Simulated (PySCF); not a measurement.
Compound: C4H5BFN.
Bonds: F1–C2, C2–C3 (double), C3–N4, N4–B5, B5–C6, C6–C7 (double), C2–C7. Hydrogens: H8 on C3; H9 on N4; H10 on B5; H11 on C6; H12 on C7.

Computed by this run: BHandHLYP/def2-SVP geometry optimisation, gas phase (PySCF 2.14.0); density fitting, grid level 1; the optimiser is geomeTRIC in internal coordinates, started from a GFN2-xTB structure.

Step 2: E = -9101.7481 eV
```
atom  x, y, z in Å  |  force x, y, z in eV/Å
F1     -2.6047   -0.2136   -0.5446   -0.076  -0.095   0.074
C2     -1.3098   -0.1076   -0.2521    0.011   0.042  -0.089
C3     -0.7979    1.1162    0.0125    0.101   0.027   0.017
N4      0.5317    1.2506    0.2689   -0.010  -0.011   0.016
B5      1.4521    0.1664    0.2672   -0.025  -0.005  -0.070
C6      0.8291   -1.1916   -0.0068    0.044  -0.082   0.007
C7     -0.5099   -1.2761   -0.2526   -0.053   0.133   0.055
H8     -1.4254    1.9992    0.0150   -0.013  -0.014  -0.007
H9      0.8446    2.1861    0.4631   -0.002   0.008  -0.034
H10     2.6126    0.3989    0.4513   -0.024  -0.010   0.080
H11     1.4021   -2.1135   -0.0150    0.018  -0.003  -0.012
H12    -1.0174   -2.2179   -0.4474    0.028   0.010  -0.038
```

Step 3: E = -9101.7492 eV
```
atom  x, y, z in Å  |  force x, y, z in eV/Å
F1     -2.6242   -0.2456   -0.4774    0.179   0.116  -0.023
C2     -1.3155   -0.1000   -0.2569    0.088  -0.062   0.080
C3     -0.7949    1.1239   -0.0060   -0.156  -0.005   0.012
N4      0.5343    1.2501    0.2532   -0.043   0.026  -0.042
B5      1.4486    0.1611    0.2724    0.094  -0.042  -0.006
C6      0.8378   -1.1985   -0.0188   -0.099   0.231   0.039
C7     -0.5031   -1.2578   -0.2652   -0.032  -0.259  -0.011
H8     -1.4220    2.0069    0.0013    0.007   0.028   0.015
H9      0.8503    2.1862    0.4416    0.003  -0.028  -0.024
H10     2.5985    0.3912    0.5101    0.025   0.012   0.015
H11     1.4069   -2.1233   -0.0261   -0.034   0.018  -0.034
H12    -1.0097   -2.1972   -0.4687   -0.032  -0.034  -0.021
```

Task: Estimate the geometry and energy of step 4. (The exact step hangs on the optimiser's Hessian estimate; all steps are aligned on step 3, rigid shifts and turns removed.)

Result: E = -9101.7546 eV, largest force 0.066 eV/Å
```
atom  x, y, z in Å  |  force x, y, z in eV/Å
F1     -2.6163   -0.2322   -0.4894    0.010   0.019  -0.005
C2     -1.3111   -0.1049   -0.2509   -0.038  -0.023   0.018
C3     -0.7953    1.1204    0.0014   -0.012  -0.026  -0.015
N4      0.5348    1.2507    0.2527    0.011   0.048   0.012
B5      1.4521    0.1640    0.2736   -0.046  -0.005  -0.018
C6      0.8307   -1.1910   -0.0143    0.035  -0.054   0.014
C7     -0.5086   -1.2695   -0.2616    0.022   0.035   0.006
H8     -1.4237    2.0029    0.0071    0.003  -0.001   0.004
H9      0.8502    2.1880    0.4333    0.004   0.004  -0.004
H10     2.6038    0.3920    0.5082   -0.001   0.000   0.000
H11     1.4026   -2.1135   -0.0282    0.009  -0.004  -0.014
H12    -1.0122   -2.2098   -0.4724    0.002   0.007   0.002
```

The energy changes by -0.0054 eV. The first-order estimate −F·Δx gives -0.0118 eV and the mean of the old and new forces, exact on a quadratic surface, -0.0054 eV. The step makes an angle of 49° with the force vector and moves no atom by more than 0.020 Å.

The cost below is that of the whole optimisation. On one thread, Arm Neoverse V1 (aarch64), shared host, this took 33 s and 0.54 GiB of memory at its peak.
